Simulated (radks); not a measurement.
Species: Bi3+. Configuration: [Hg]. Method: scalar-relativistic Kohn-Sham, LB94 model potential, spin-unpolarised, spherical densities, finite nucleus; Fermi nuclear charge, rms radius 5.5211 fm; computed with a radial shooting solver on a logarithmic mesh with Libxc functionals.

Unscreened Slater integrals over Kohn-Sham orbitals (eV).

integral     value
F0(6s,6s)   12.386
F0(6s,5d)   14.492
G2(6s,5d)   3.1246
F0(6s,5p)   15.118
G1(6s,5p)   1.2715
F0(6s,4f)   16.214
G3(6s,4f)  0.50975
F0(5d,5d)   20.193
F2(5d,5d)   10.596
F4(5d,5d)   7.0962
F0(5d,5p)   22.466
F2(5d,5p)   11.389
G1(5d,5p)   13.930
G3(5d,5p)   8.6767
F0(5d,4f)   25.960
F2(5d,4f)   6.3554
F4(5d,4f)   2.9876
G1(5d,4f)   1.8842
G3(5d,4f)   1.8811
G5(5d,4f)   1.5380
F0(5p,5p)   25.901
F2(5p,5p)   13.934
F0(5p,4f)   32.011
F2(5p,4f)   9.8922
G2(5p,4f)   3.3982
G4(5p,4f)   2.9860
F0(4f,4f)   56.476
F2(4f,4f)   28.494
F4(4f,4f)   18.247
F6(4f,4f)   13.238
